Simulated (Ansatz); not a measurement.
```yaml
crystal:
  periodic: [false, false, false]
  atoms:
    - {symbol: C, position_ang: [-0.263812, 1.061626, 0.130059]}
    - {symbol: Ge, position_ang: [0.286401, -0.745798, -0.288977]}
    - {symbol: Cl, position_ang: [2.046214, -1.199367, 0.866493]}
    - {symbol: I, position_ang: [-1.523700, -2.357687, 0.363599]}
    - {symbol: H, position_ang: [-0.480480, 1.133309, 1.195250]}
    - {symbol: H, position_ang: [0.542090, 1.751005, -0.125637]}
    - {symbol: H, position_ang: [-1.158656, 1.312390, -0.440437]}
    - {symbol: H, position_ang: [0.643942, -1.012480, -1.756249]}
basis:
  gaussian: {orbitals: def2-TZVPP, fitting: {mean_field: cc-pVTZ-jkfit}}
total_charge: 1
magnetization: {spin_polarized: true, initial_magnetization: 1}
hamiltonian: {xc: {name: SVWN5}}
output: {forces: true}
```

```sh
$ ansatz run in.yaml --threads 4 --pin off --events-out ev --progress --plain --max-ram 10444MiB
```

**Question.** How does Ansatz answer? (Estimate.)

**Answer.** Computed: The program refused the input.
```
Functional definition: SVWN5
Error: <dir> the basis set cc-pVTZ-JKFIT has no functions for I
```
